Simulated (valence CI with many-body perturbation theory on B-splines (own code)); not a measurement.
Results of a calculation; reference values are marked as such.
# Dy²⁶⁺: input, log and results

Level of theory: relativistic CI+MBPT: four valence electrons over a frozen Dirac-Fock core [Kr], a basis of 6 s, 6 p, 5 d, 5 f, 1 g functions for each j, with the one-electron correlation potential Σ1 (screened to all orders), the two-electron term Σ2, the three-electron term Σ3, Breit, model QED; selected single and double excitations, second order for the rest, scaled by the run's own slope (own B-spline code, finite nucleus).

Command, and the settings that its task file holds:

```sh
python run_cv.py task.json out
```

```
atom Dy  Z=66  mass_number=164  rms_radius_fm=5.2218
core [Kr]
valence 4d4
avg = 1
basis = S
breit = 1
cap = 10000
capref = 1200
cscale = 1
de = 0.0
dress = 0
eps = 2e-08
extrap = 1
h = 0.27
hh = 1
l2 = 3
lcore = 6
maxit = 60
n2 = 5
natural = 1
nlev = 21
nno = [3, 3, 3, 3, 1]
nroot = 26
nsp = [3, 3, 2, 2, 0]
pt2 = 1
qed = 1
rpa = 1
s1 = 1
s2 = 1
s3 = 1
screen = 1
tol = 0.001
whole = 1
```

It took 28 s on 1 thread of Intel(R) Xeon(R) 6975P-C (Granite Rapids) (shared host).

Log. The first blocks belong to the next ion, which gives the ionisation energy. Fields: 2J, parity (1 odd), roots, reference size, generating configurations, candidates as configurations/state functions, variational space P, stored matrix elements, Davidson steps; e2 is the range of second-order energies in hartree. The first line gives the box (bohr), its intervals, the orbitals and the steps of their self-consistent field. Window is the range of levels sought, series limit the energy at which the first omitted orbital would enter, core excitation an estimate of the first excitation out of the core, left out the lowest levels not solved, and shifts from estimates the range by which levels moved from their first estimate, all in cm⁻¹.

```
rmax 5.5 intervals 59 orbitals 40 references ['4d4', '4d3 4f', '4d3 5s', '4d3 5p', '4d2 4f2'] scf 5 t 1.0
2J=3 par=0 roots 2 ref 38 generators 6 cand 1444/3520 P 418/997 nnz 0 it 0
2J=3 par=0 roots 2 ref 38 generators 10 cand 1702/4078 P 717/1791 nnz 0 it 3
   second order: generators 13 cand 1970/4560 e2 -0.00001 -0.00000
2J=5 par=0 roots 2 ref 44 generators 3 cand 799/2223 P 321/1000 nnz 0 it 0
2J=5 par=0 roots 2 ref 44 generators 8 cand 1847/5053 P 699/2086 nnz 0 it 3
   second order: generators 12 cand 1771/4692 e2 -0.00001 -0.00000
2J=7 par=0 roots 2 ref 38 generators 2 cand 752/2043 P 345/998 nnz 0 it 0
2J=7 par=0 roots 2 ref 38 generators 9 cand 1725/4753 P 728/2059 nnz 0 it 3
   second order: generators 13 cand 1896/5116 e2 -0.00001 -0.00001
reference levels 845, estimated 32, window 236052 1/cm; series limit 4176252, core excitation 1011903
2J=0 par=0 roots 3 ref 28 generators 8 cand 2704/6250 P 1050/1967 nnz 0 it 2
2J=0 par=0 roots 3 ref 28 generators 10 cand 2542/5919 P 1333/2769 nnz 1e+06 it 2
   second order: generators 15 cand 3565/8071 e2 -0.00002 -0.00001
2J=2 par=0 roots 4 ref 51 generators 8 cand 3171/18951 P 724/3565 nnz 3e+06 it 2
2J=2 par=0 roots 4 ref 51 generators 10 cand 2951/17933 P 1167/6106 nnz 6.3e+06 it 4
   second order: generators 14 cand 4167/25023 e2 -0.00003 -0.00002
2J=4 par=0 roots 6 ref 88 generators 10 cand 3357/29039 P 531/3610 nnz 3.1e+06 it 2
2J=4 par=0 roots 6 ref 88 generators 11 cand 3202/28011 P 1268/8936 nnz 1.3e+07 it 5
   second order: generators 17 cand 3805/35059 e2 -0.00004 -0.00002
2J=8 par=0 roots 6 ref 91 generators 9 cand 3315/32372 P 505/3626 nnz 3.2e+06 it 2
2J=8 par=0 roots 6 ref 91 generators 12 cand 3177/31337 P 1187/8622 nnz 1.3e+07 it 5
   second order: generators 18 cand 4233/46264 e2 -0.00005 -0.00002
2J=6 par=0 roots 5 ref 85 generators 8 cand 3354/33122 P 453/3600 nnz 3.2e+06 it 2
2J=6 par=0 roots 5 ref 85 generators 10 cand 3224/32099 P 1112/8746 nnz 1.4e+07 it 4
   second order: generators 15 cand 3917/42296 e2 -0.00004 -0.00002
2J=10 par=0 roots 2 ref 67 generators 5 cand 2827/25557 P 529/3578 nnz 3.3e+06 it 2
2J=10 par=0 roots 2 ref 67 generators 8 cand 3028/26128 P 874/5735 nnz 7e+06 it 3
   second order: generators 12 cand 4035/39562 e2 -0.00003 -0.00003
2J=12 par=0 roots 2 ref 55 generators 4 cand 2502/19039 P 747/3367 nnz 2.8e+06 it 2
2J=12 par=0 roots 2 ref 55 generators 8 cand 2602/19356 P 887/4198 nnz 3.7e+06 it 3
   second order: generators 11 cand 3802/31670 e2 -0.00003 -0.00003
left out: unestimated 351381, estimated 291416, shifts from estimates -79 to 0
operators 2.3
```

The Davidson iterations converged.

No measured spectrum was set against this ion. As an estimate, large intervals hold to a few tenths of a per cent, small ones and those within an open d or f shell to about a per cent. Only levels of the ground parity were solved; by the run's estimate the other parity begins above the list, which can be wrong where configurations are misplaced.

- Valence energy: -145.9824 hartree
- Ionisation energy: 925.79 eV (NIST: 924 ± 4 eV (theoretical))
- Reference configurations for the orbitals: 4d4, 4d3 4f, 4d3 5s, 4d3 5p, 4d2 4f2
- Radial orbitals: 40
- Box radius: 5.531 bohr
- Largest variational space: 8936
- Lowest levels: (4d3/2^4) J=0 0.0, (4d3/2^3 4d5/2) J=1 51670, (4d3/2^3 4d5/2) J=2 78378, (4d3/2^3 4d5/2) J=4 84506, (4d3/2^3 4d5/2) J=3 89701, (4d3/2^2 4d5/2^2) J=0 129320, (4d3/2^2 4d5/2^2) J=4 [a] 135450, (4d3/2^2 4d5/2^2) J=2 [a] 139760, (4d3/2^2 4d5/2^2) J=3 [a] 141280, (4d3/2^2 4d5/2^2) J=5 152930, (4d3/2^2 4d5/2^2) J=1 158690, (4d3/2^2 4d5/2^2) J=6 161660, (4d3/2^2 4d5/2^2) J=4 [b] 171780, (4d3/2^2 4d5/2^2) J=3 [b] 173480 cm⁻¹

Levels are named by their leading jj configuration (3d3/2^4 stands for four electrons in 3d with j = 3/2), which in mixed levels can hold well under half, so a name can repeat and another be missing. Letters in brackets count levels of one name in rising energy.
